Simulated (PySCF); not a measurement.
## Exercise with solution: chemical shift, span and skew from a shielding tensor

C₂H₁₀N₂Si₂, SMILES N[Si@@H]1C[SiH2]CN1. Atoms are numbered in the order given.

```xyz
16

N      2.4558    -0.5925    -0.2363
Si     0.9888    -0.2945     0.6177
C     -0.5520    -1.3248     0.2273
Si    -1.6973    -0.1206    -0.6542
C     -1.0142     1.5420    -0.0232
N      0.3988     1.2810     0.1857
H      3.1641    -1.2090     0.1419
H      2.5072    -0.5237    -1.2457
H      1.3779    -0.4937     2.0531
H     -1.0096    -1.6755     1.1675
H     -0.3095    -2.2133    -0.3754
H     -3.1525    -0.3020    -0.3529
H     -1.5101    -0.2005    -2.1376
H     -1.5493     1.8822     0.8872
H     -1.1715     2.3231    -0.7880
H      0.9874     2.1005     0.2902
```
Charge 0, spin multiplicity 1.

Coordinates come from a PBE0-D3(BJ)/def2-SVP optimisation. The structure was generated by enumeration; whether it is a known compound was not checked. One conformer was computed; it need not be the lowest.

GIAO shieldings from PySCF with PBE/pcSseg-1, non-relativistic, no solvent. The symmetric part of the tensor of C5 has the principal values 126.9, 140.5, 186.5 ppm. The same nucleus in TMS has σ = 182.0 ppm at this level (PySCF, at its B3LYP-D3(BJ)/def2-TZVP geometry).

### Question
Work out the isotropic shielding, the ¹³C shift against TMS, the span and the skew.

### Answer

σ(iso) = (σ11 + σ22 + σ33)/3 = 151.3 ppm. δ = σ(ref) − σ(iso) = 182.0 − (151.3) = 30.7 ppm.
Span Ω = σ33 − σ11 = 59.6 ppm. Skew κ = 3(σ(iso) − σ22)/Ω = 0.54. Tumbling in solution averages the tensor to δ; in a static solid the shielding alone would spread this spin-1/2 line over Ω.
